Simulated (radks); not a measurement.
Results of a calculation; reference values are marked as such.
Problem. All-electron atom: Tl2+ in [Xe] 4f14 5d10 6s0.5 7s0.5 (fractional occupations, a model configuration). Code: a radial shooting solver on a logarithmic mesh with Libxc functionals. Model: scalar-relativistic Kohn-Sham, MS2 meta-GGA, spin-polarised, spherical densities, finite nucleus; open shells are filled with parallel spins first (spin-orbit coupling, left out, can overturn this in heavy ions); meta-GGA in the generalised Kohn-Sham scheme; Fermi nuclear charge, rms radius 5.4759 fm. Some entries of the table are withheld. Estimate them.

orbital,occ.,eigenvalue (Ry),<r> (bohr),<1/r> (bohr^-1)
1s up,1,-6295.826,0.01632,99.42
1s down,1,-6295.825,0.01632,99.42
2s up,1,-1122.993,0.06872,23.35
2s down,1,-1122.992,0.06872,23.35
2p up,3,-965.8555,0.06235,20.59
2p down,3,-965.8546,0.06235,20.59
3s up,1,-269.5888,0.1774,8.657
3s down,1,-269.5878,0.1774,8.657
3p up,3,-224.2259,0.1792,7.851
3p down,3,-224.2250,0.1792,7.851
3d up,5,-177.2402,0.1625,7.371
3d down,5,-177.2395,0.1625,7.371
4s down,1,-61.58168,0.3914,3.716
4s up,1,-61.58112,0.3914,3.716
4p down,3,-46.68066,0.4172,3.349
4p up,3,-46.68044,0.4172,3.349
4d up,5,-29.18605,0.4396,3.008
4d down,5,-29.18531,0.4395,3.008
5s down,1,-11.17499,0.8803,1.539
5s up,1,-11.16809,0.8799,1.540
4f up,7,-9.89268,0.4678,2.604
4f down,7,-9.89047,0.4677,2.605
5p down,3,-7.15109,1.008,1.316
5p up,3,-7.14443,1.008,1.316
5d up,5,-2.63673,1.354,(1)
5d down,5,-2.62398,1.346,(2)
6s up,0.5,(3),2.242,0.5673
6s down,0,(4),2.244,0.5675
6p up,0,-1.29256,2.868,(5)
6p down,0,-1.24255,2.852,(6)
7s up,0.5,-0.76197,5.120,0.2449
6d up,0,-0.64921,4.690,0.2642

Solution. 
(1) 5d up <1/r> (bohr^-1): 0.9651
(2) 5d down <1/r> (bohr^-1): 0.9706
(3) 6s up eigenvalue (Ry): -2.00651
(4) 6s down eigenvalue (Ry): -1.95390
(5) 6p up <1/r> (bohr^-1): 0.4391
(6) 6p down <1/r> (bohr^-1): 0.4391
